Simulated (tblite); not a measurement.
Compound: C₄H₅NOS.
Z-matrix (Å and degrees, GFN2-xTB geometry), rows numbered from 1:
```
C 
S   1  1.8152
C   2  1.7280  1   97.98
N   3  1.2991  2  126.45  1     0.10
C   4  1.3676  3  104.42  2   179.97
C   5  1.3553  4  108.97  3     0.04
O   3  1.3414  2  119.20  1  -179.95
H   1  1.0846  2  106.71  3  -179.98
H   1  1.0844  2  108.94  3    60.17
H   1  1.0844  2  108.96  3   -60.09
H   5  1.0695  4  120.95  3   179.94
H   6  1.0690  5  134.10  4  -179.99
```

Method: GFN2-xTB as coded in tblite; computed harmonic values from a numerical Hessian at the method's own geometry, unscaled. Errors from tens to a few hundred cm⁻¹ against measured bands are possible. One conformer, not necessarily the lowest.

Harmonic wavenumbers (cm⁻¹): 64.6, 90.0, 167.2, 230.3, 322.7, 496.7, 598.2, 664.2, 736.1, 742.5, 833.5, 899.2, 928.7, 953.1, 961.8, 1066.5, 1094.5, 1146.8, 1178.2, 1295.5, 1313.0, 1424.4, 1432.8, 1469.2, 1522.3, 3050.7, 3057.6, 3070.7, 3191.2, 3205.4.

A = 6004, B = 1664, C = 1313 MHz; mass 115.009 u (most abundant isotopes); point group Cs, symmetry number 1.

Q: What is the zero-point energy?

A: Half the sum of the wavenumbers: 18604 cm⁻¹ = 53.19 kcal/mol.

Q: What is S at 200 K and 1 bar for an ideal gas of classical rigid rotors and harmonic oscillators?

A: Translation 38.18, rotation 26.41, vibration 10.82: S = 75.4 cal/(mol K).

Q: And Cp and H(200 K) − H(0)?

A: Cp = 19.51 cal/(mol K), of which vibrations give 11.56 (their classical limit is 30 R = 59.6); H(200 K) − H(0) = 2.77 kcal/mol without the zero-point energy, 1.18 from vibrations.

Q: Which modes carry the vibrational entropy at 200 K?

A: 64.6 cm⁻¹: 3.53; 90.0 cm⁻¹: 2.89; 167.2 cm⁻¹: 1.74; 230.3 cm⁻¹: 1.20; 322.7 cm⁻¹: 0.71; 496.7 cm⁻¹: 0.26 cal/(mol K); the other 24 give 0.50 together.

Q: What must be added to the electronic energy to get the Gibbs energy at 200 K and 1 bar?

A: ZPE + [H(200 K) − H(0)] − T·S = 53.19 + 2.77 − 15.08 = 40.88 kcal/mol.

Q: How do the functions run with temperature in this model?

A: 
```json
{"T (K)": "50", "S (cal/(mol K))": "55.3", "Cp (cal/(mol K))": "11.1", "H − H(0) (kcal/mol)": "0.46", "G − H(0) (kcal/mol)": "-2.31", "ln q(vib)": "0.26"}
{"T (K)": "100", "S (cal/(mol K))": "64.0", "Cp (cal/(mol K))": "14.2", "H − H(0) (kcal/mol)": "1.10", "G − H(0) (kcal/mol)": "-5.30", "ln q(vib)": "0.96"}
{"T (K)": "298.15", "S (cal/(mol K))": "84.4", "Cp (cal/(mol K))": "26.0", "H − H(0) (kcal/mol)": "5.00", "G − H(0) (kcal/mol)": "-20.16", "ln q(vib)": "3.93"}
{"T (K)": "373.15", "S (cal/(mol K))": "90.8", "Cp (cal/(mol K))": "31.0", "H − H(0) (kcal/mol)": "7.14", "G − H(0) (kcal/mol)": "-26.73", "ln q(vib)": "5.05"}
{"T (K)": "500", "S (cal/(mol K))": "100.8", "Cp (cal/(mol K))": "38.1", "H − H(0) (kcal/mol)": "11.53", "G − H(0) (kcal/mol)": "-38.89", "ln q(vib)": "6.97"}
{"T (K)": "750", "S (cal/(mol K))": "118.2", "Cp (cal/(mol K))": "47.3", "H − H(0) (kcal/mol)": "22.31", "G − H(0) (kcal/mol)": "-66.34", "ln q(vib)": "10.72"}
{"T (K)": "1000", "S (cal/(mol K))": "132.6", "Cp (cal/(mol K))": "53.0", "H − H(0) (kcal/mol)": "34.90", "G − H(0) (kcal/mol)": "-97.75", "ln q(vib)": "14.25"}
```

q(vib) and H(0) count from the zero-point level.

Hindered rotation and anharmonicity are outside this model. Other conformers, if any are populated, would add a mixing term that is left out.
